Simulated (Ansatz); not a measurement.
Born–Oppenheimer molecular dynamics of BH₇N₂O (11 atoms, charge 0, multiplicity 1). It starts at the highest image of a converged band. Of that band: The profile has 2 maxima (images 4, 7) with wells between them (image 5): this band takes more than one step, which may be the mechanism or a detour left from its start path. Neighbouring images differ by up to 1.2 eV, so the band resolves the path poorly. A vibrational analysis at the climbing image gives one clearly imaginary mode, 1439i cm⁻¹: a first-order saddle point.

The calculation used Ansatz 0.2.0, RKS B3LYP-D4/def2-mTZVP.

```
ensemble                      : NVE (velocity Verlet)
time step                     : 0.5 fs
steps asked                   : 200
starting velocities drawn for : 100 K
seed                          : 8924
```

First frame:

```xyz
11
Properties=species:S:1:pos:R:3
B -0.225 0.519 -0.094
O 0.486 0.004 1.376
H -0.065 -0.667 1.805
H 0.643 0.457 -0.912
N -1.480 -0.141 -0.428
H -2.258 -0.170 0.218
H -1.452 -0.978 -0.991
N -0.399 1.928 0.601
H -1.345 2.292 0.648
H 0.224 2.663 0.284
H 0.073 1.141 1.535
```

Task: What does the run give?

Result: The run went to its last step.

```yaml
steps_done: 200
time_covered: 100 fs
mean_temperature_over_the_second_half: 927 K
spread_of_the_potential_energy_over_the_second_half: 3.4 meV per atom
mean_potential_energy_of_the_second_half_above_the_start: -87.4 meV per atom
```

The conserved energy stayed within 0.097 meV per atom of its start (net change 0.011 meV per atom), so the integration is sound. The kinetic energy rose, since the run started high on the potential surface and went downhill. It ends in pieces (BH5N2 + H2O), so much of that is their flight and rotation, not heat. A run of 0.1 ps of so small a system gives no equilibrium averages. The orbitals stay closed-shell, which can raise the energy where a bond breaks towards radicals; this wasn't checked here.

Task: What happens to the structure?

Result: Between its relaxed ends the band would form B1–N8, O2–H11 and break B1–O2, N8–H11. These pairs go: B1–N8 1.58 → 1.40 Å, O2–H11 1.22 → 1.00 Å, B1–O2 1.71 → 4.45 Å, N8–H11 1.31 → 5.09 Å. In the last frame they stand as after the step (other bonds may differ from the relaxed reactants and products). It ends as BH5N2 + H2O. Pairs count as bonded within 1.25 times the sum of covalent radii (0.12 Å more for H–H). This is one draw of velocities; another would differ in detail.

Task: How do temperature and energy run in time?

Result: 
| time (fs) | T (K) | potential energy less start (eV) | conserved less start (meV/atom) |
| --- | --- | --- | --- |
| 0 | 100 | 0.000 | 0.00 |
| 5 | 55 | 0.053 | 0.03 |
| 10 | 80 | 0.024 | 0.03 |
| 15 | 190 | -0.105 | 0.03 |
| 20 | 296 | -0.227 | 0.04 |
| 25 | 393 | -0.341 | 0.04 |
| 30 | 475 | -0.435 | 0.10 |
| 35 | 629 | -0.614 | 0.09 |
| 40 | 728 | -0.730 | 0.07 |
| 45 | 850 | -0.872 | 0.00 |
| 50 | 914 | -0.947 | -0.02 |
| 55 | 910 | -0.942 | -0.01 |
| 60 | 931 | -0.967 | -0.01 |
| 65 | 935 | -0.971 | 0.03 |
| 70 | 971 | -1.013 | 0.05 |
| 75 | 913 | -0.945 | 0.07 |
| 80 | 957 | -0.996 | 0.04 |
| 85 | 963 | -1.004 | 0.04 |
| 90 | 911 | -0.943 | 0.03 |
| 95 | 893 | -0.922 | 0.02 |
| 100 | 873 | -0.899 | 0.01 |

Run time: 6.2 min on 2 threads of Arm Neoverse V1, on a shared host, peak memory 0.18 GiB.
